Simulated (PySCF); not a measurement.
Ionisation energy of Ag⁺ by level of theory

Ag⁺ [Kr] 4d10 (1S) → Ag²⁺ [Kr] 4d9 (2D), as a difference of total energies. All numbers are calculated (PySCF 2.14, scalar relativity through the core potential, in cc-pVTZ-PP with ECP28MDF). Correlated levels: valence: 4s2 4p6 frozen. The calculations carry no spin-orbit coupling.

```json
{"method": "UHF", "ionisation energy (eV)": "19.675", "difference from reference (eV)": "-1.809"}
{"method": "BP86", "ionisation energy (eV)": "21.839", "difference from reference (eV)": "+0.355"}
{"method": "MN15", "ionisation energy (eV)": "21.847", "difference from reference (eV)": "+0.363"}
{"method": "MP2 (valence)", "ionisation energy (eV)": "21.677", "difference from reference (eV)": "+0.193"}
{"method": "SCS-MP2 (valence)", "ionisation energy (eV)": "21.465", "difference from reference (eV)": "-0.019"}
```

Reference: 21.484 eV (measured; NIST Atomic Spectra Database, ionization energies).

The reference lies between the lowest fine-structure levels, while these numbers refer to the centres of the terms.

Errors of the correlated levels include the incompleteness of this basis and the frozen core.
